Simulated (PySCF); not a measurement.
PySCF input file for Hf(OH)2(H)2 (H4HfO2), SMILES [OH][HfH2][OH], multiplicity 1, TDA-B3LYP/def2-SVPD. Geometry optimised at PBE0-D3(BJ)/def2-TZVP. The multiplicity is an assumed one; other spin states were not compared. The def2 effective core potentials stand for the cores of Hf; spin–orbit coupling is left out. One conformer was computed; it need not be the lowest.

```python
import numpy as np
from pyscf import gto, scf, dft, tdscf

mol = gto.M(
    atom='''
    Hf   -0.00000000    0.00000000   -0.18648655
    O    -1.62581815   -0.00000000    0.80791874
    H    -2.27485380   -0.00000000    1.50461769
    O     1.62581816   -0.00000000    0.80791874
    H     2.27485380    0.00000000    1.50461767
    H    -0.00000001    1.52935717   -1.25445198
    H     0.00000000   -1.52935718   -1.25445199
    ''',
    basis='def2-SVPD',
    ecp={'Hf': 'def2-svp'},
    charge=0,
    spin=0,
    symmetry=True,
    max_memory=1600,
    verbose=4,
)
mf = dft.RKS(mol, xc='b3lyp').density_fit(auxbasis='def2-universal-jkfit')
mf.grids.level = 3
mf.conv_tol = 1e-9
mf.max_cycle = 100
mf.kernel()
mf.grids = dft.Grids(mol).set(level=1).build(with_non0tab=True)  # coarser grid for the response kernel
td = tdscf.TDA(mf)
td.singlet = True
td.nstates = 10
td.conv_tol = 1e-4
td.positive_eig_threshold = 1e-6
td.kernel(x0=td.get_init_guess(mf, 15))
td.analyze()
tt = tdscf.TDA(mf)
tt.singlet = False
tt.nstates = 4
tt.conv_tol = 1e-4
tt.positive_eig_threshold = 1e-6
tt.kernel(x0=tt.get_init_guess(mf, 9))
tt.analyze(verbose=3)
```

Log of the run:

```
PySCF version 2.14.0

[INPUT] verbose = 4
[INPUT] num. atoms = 7
[INPUT] num. electrons = 32
[INPUT] charge = 0
[INPUT] spin (= nelec alpha-beta = 2S) = 0
[INPUT] symmetry True subgroup None
[INPUT] Mole.unit = angstrom
[INPUT] Symbol           X                Y                Z      unit          X                Y                Z       unit  Magmom
[INPUT]  1 Hf     0.000000000000   0.000000000000  -0.186486550000 AA    0.000000000000   0.000000000000  -0.352408505415 Bohr   0.0
[INPUT]  2 O     -1.625818150000   0.000000000000   0.807918740000 AA   -3.072351031847   0.000000000000   1.526745149504 Bohr   0.0
[INPUT]  3 H     -2.274853800000   0.000000000000   1.504617690000 AA   -4.298850655426   0.000000000000   2.843315356276 Bohr   0.0
[INPUT]  4 O      1.625818160000   0.000000000000   0.807918740000 AA    3.072351050744   0.000000000000   1.526745149504 Bohr   0.0
[INPUT]  5 H      2.274853800000   0.000000000000   1.504617670000 AA    4.298850655426   0.000000000000   2.843315318481 Bohr   0.0
[INPUT]  6 H     -0.000000010000   1.529357170000  -1.254451980000 AA   -0.000000018897   2.890066197940  -2.370570678618 Bohr   0.0
[INPUT]  7 H      0.000000000000  -1.529357180000  -1.254451990000 AA    0.000000000000  -2.890066216837  -2.370570697516 Bohr   0.0

nuclear repulsion = 92.4506918128164
point group symmetry = C2v
symmetry origin: [ 1.43783508e-09 -2.05405017e-10 -7.59998552e-09]
symmetry axis x: [ 1.00000000e+00 -3.18851178e-10  9.89419024e-10]
symmetry axis y: [ 3.18851180e-10  1.00000000e+00 -1.74589548e-09]
symmetry axis z: [-9.89419024e-10  1.74589514e-09  1.00000000e+00]
num. orbitals of irrep A1 = 44
num. orbitals of irrep A2 = 14
num. orbitals of irrep B1 = 32
num. orbitals of irrep B2 = 23
number of shells = 47
number of NR pGTOs = 166
number of NR cGTOs = 113
basis = def2-SVPD
ecp = {'Hf': 'def2-svp'}


******** <class 'pyscf.df.df_jk.DFSymAdaptedRKS'> ********
method = DFSymAdaptedRKS
initial guess = minao
damping factor = 0
level_shift factor = 0
DIIS = <class 'pyscf.scf.diis.CDIIS'>
diis_start_cycle = 1
diis_space = 8
diis_damp = 0
SCF conv_tol = 1e-09
SCF conv_tol_grad = None
SCF max_cycles = 100
direct_scf = False
XC library pyscf.dft.libxc version 7.1.2
    S. Lehtola, C. Steigemann, M. J. T. Oliveira, and M. A. L. Marques,  SoftwareX 7, 1–5 (2018)
XC functionals = b3lyp
    P. J. Stephens, F. J. Devlin, C. F. Chabalowski, and M. J. Frisch,  J. Phys. Chem. 98, 11623 (1994)
radial grids:
    Treutler-Ahlrichs [JCP 102, 346 (1995); DOI:10.1063/1.469408] (M4) radial grids

becke partition: Becke, JCP 88, 2547 (1988); DOI:10.1063/1.454033
pruning grids: <function nwchem_prune>
grids dens level: 3
symmetrized grids: True
atomic radii adjust function: <function treutler_atomic_radii_adjust>
small_rho_cutoff = 0
Freeze 0 electrons in irreps []
    32 free electrons in irreps A1 A2 B1 B2
Set gradient conv threshold to 3.16228e-05
Initial guess from minao.
tot grids = 91192
******** <class 'pyscf.df.df.DF'> ********
auxbasis = def2-universal-jkfit
init E= -187.981821131067
HOMO (B2) = -0.51269020224078  LUMO (A1) = -0.360300231662375  gap/eV = 4.14674
cycle= 1 E= -200.591867122772  delta_E= -12.6  |g|= 1.14  |ddm|= 7.54
HOMO (B1) = -0.14089926347356  LUMO (A1) = 0.0163284357098759  gap/eV = 4.27838
cycle= 2 E= -200.133894124656  delta_E= 0.458  |g|=  1.9  |ddm|= 2.32
HOMO (B2) = -0.251041343373225  LUMO (A1) = -0.023335428792057  gap/eV = 6.19619
cycle= 3 E= -200.864920137681  delta_E= -0.731  |g|= 0.306  |ddm|= 1.26
HOMO (B2) = -0.278946746358834  LUMO (A1) = -0.0608015478220771  gap/eV = 5.93603
cycle= 4 E= -200.886131510539  delta_E= -0.0212  |g|= 0.0793  |ddm|= 0.381
HOMO (B2) = -0.274672064713688  LUMO (A1) = -0.049485670297674  gap/eV = 6.12763
cycle= 5 E= -200.887891284976  delta_E= -0.00176  |g|= 0.0118  |ddm|= 0.0993
HOMO (B2) = -0.273310047702513  LUMO (A1) = -0.0492827020956064  gap/eV = 6.09609
cycle= 6 E= -200.887926941568  delta_E= -3.57e-05  |g|= 0.00192  |ddm|= 0.0164
HOMO (B2) = -0.27360104819372  LUMO (A1) = -0.0496212374695055  gap/eV = 6.09480
cycle= 7 E= -200.887927907693  delta_E= -9.66e-07  |g|= 0.000142  |ddm|= 0.00276
HOMO (B2) = -0.273640798572763  LUMO (A1) = -0.0496362142873465  gap/eV = 6.09548
cycle= 8 E= -200.887927914607  delta_E= -6.91e-09  |g|= 2.85e-05  |ddm|= 0.000226
HOMO (B2) = -0.273631886848917  LUMO (A1) = -0.0496342931498859  gap/eV = 6.09528
cycle= 9 E= -200.887927914918  delta_E= -3.11e-10  |g|= 8.12e-06  |ddm|= 6.28e-05
HOMO (B2) = -0.273632953504135  LUMO (A1) = -0.0496356194780248  gap/eV = 6.09528
Extra cycle  E= -200.887927914887  delta_E= 3.14e-11  |g|= 1.5e-05  |ddm|= 1.64e-05
converged SCF energy = -200.887927914887
tot grids = 29088
Overwritten attributes  positive_eig_threshold  of <class 'pyscf.tdscf.rks.TDA'>


******** <class 'pyscf.tdscf.rks.TDA'> for <class 'pyscf.df.df_jk.DFSymAdaptedRKS'> ********
nstates = 10 singlet
deg_eia_thresh = 1.000e-03
wfnsym = None
conv_tol = 0.0001
eigh lindep = 1e-12
eigh level_shift = 0
eigh max_cycle = 100


Excitation energies (eV)
[4.65448766 5.80761775 5.9066606  5.98834924 6.30212297 6.51590649
 6.5526086  6.61062395 6.86306109 6.86338356]

** Singlet excitation energies and oscillator strengths **
Excited State   1:   B2      4.65449 eV    266.38 nm  f=0.0000
      16 -> 17       -0.70209
Excited State   2:   B1      5.80762 eV    213.49 nm  f=0.0091
      16 -> 19        0.70145
Excited State   3:   A1      5.90666 eV    209.91 nm  f=0.0594
      15 -> 17        0.68035
      16 -> 21        0.13959
Excited State   4:   A2      5.98835 eV    207.04 nm  f=0.0000
      15 -> 19       -0.10400
      16 -> 20       -0.68601
      16 -> 22        0.11707
Excited State   5:   B2      6.30212 eV    196.73 nm  f=0.0113
      16 -> 18       -0.68443
      16 -> 23        0.15514
Excited State   6:   A1      6.51591 eV    190.28 nm  f=0.0259
      15 -> 17       -0.10329
      15 -> 23       -0.20462
      16 -> 21        0.65579
Excited State   7:   A2      6.55261 eV    189.21 nm  f=0.0000
      15 -> 19        0.69399
Excited State   8:   B2      6.61062 eV    187.55 nm  f=0.0024
      15 -> 21        0.22908
      16 -> 18       -0.12796
      16 -> 23       -0.65011
Excited State   9:   A2      6.86306 eV    180.65 nm  f=0.0000
      16 -> 20       -0.12168
      16 -> 22       -0.69457
Excited State  10:   B1      6.86338 eV    180.65 nm  f=0.0747
      15 -> 20        0.67839
      15 -> 22       -0.14610

** Transition electric dipole moments (AU) **
state          X           Y           Z        Dip. S.      Osc.
  1        -0.0000      0.0166      0.0000      0.0003      0.0000
  2        -0.2526      0.0000     -0.0000      0.0638      0.0091
  3         0.0000      0.0000     -0.6407      0.4105      0.0594
  4         0.0000     -0.0000      0.0000      0.0000      0.0000
  5        -0.0000      0.2700      0.0000      0.0729      0.0113
  6        -0.0000      0.0000      0.4032      0.1625      0.0259
  7        -0.0000      0.0000      0.0000      0.0000      0.0000
  8         0.0000     -0.1214     -0.0000      0.0147      0.0024
  9         0.0000      0.0000      0.0000      0.0000      0.0000
 10         0.6667     -0.0000      0.0000      0.4445      0.0747

WARN: ECP detected. Skipping calculation of transition velocity and magnetic dipole moments, which have not yet been implemented.



******** <class 'pyscf.tdscf.rks.TDA'> for <class 'pyscf.df.df_jk.DFSymAdaptedRKS'> ********
nstates = 4 triplet
deg_eia_thresh = 1.000e-03
wfnsym = None
conv_tol = 0.0001
eigh lindep = 1e-12
eigh level_shift = 0
eigh max_cycle = 100


Excitation energies (eV)
[4.25112795 4.97159799 5.26480719 5.47912982]

** Triplet excitation energies and oscillator strengths **
Excited State   1:   B2      4.25113 eV    291.65 nm  f=0.0000
Excited State   2:   A1      4.97160 eV    249.39 nm  f=0.0000
Excited State   3:   B1      5.26481 eV    235.50 nm  f=0.0000
Excited State   4:   A2      5.47913 eV    226.28 nm  f=0.0000
```

Self-consistency was reached.

Cost: roughly 60 core-seconds.
